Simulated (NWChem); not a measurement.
# CAuO cation; SMILES [O+]#[C-]->[Au+]

```xyz
3

Au    -0.2735    -0.2134    -0.2257
O      1.7368     1.3544     1.4332
C      0.9868     0.7694     0.8143
```
Atoms are numbered in this order, from 1.

All runs use the structure optimised with PBE-D3(BJ)/def2-SVP. The spin multiplicity was typed, not searched, and may not be the lowest. def2 effective core potentials on Au; no spin-orbit coupling.

Q: List the 4 lowest vertical singlet excitations and the 4 lowest triplet ones from PBE0/def2-SVP with def2 effective core potentials on Au, TDA (NWChem).

A: 
```
state  energy (eV)  oscillator strength  leading excitation (squared amplitude)
-----  -----------  -------------------  --------------------------------------
S1            4.57                0.019                      HOMO → LUMO (0.99)
S2            4.89                0.000                    HOMO−1 → LUMO (1.00)
S3            4.89                0.000                    HOMO−2 → LUMO (1.00)
S4            5.81                0.007                    HOMO−3 → LUMO (0.97)
T1            3.54       spin-forbidden                      HOMO → LUMO (0.99)
T2            4.46       spin-forbidden                    HOMO−1 → LUMO (0.99)
T3            4.46       spin-forbidden                    HOMO−2 → LUMO (0.99)
T4            5.02       spin-forbidden                    HOMO−3 → LUMO (0.98)
```
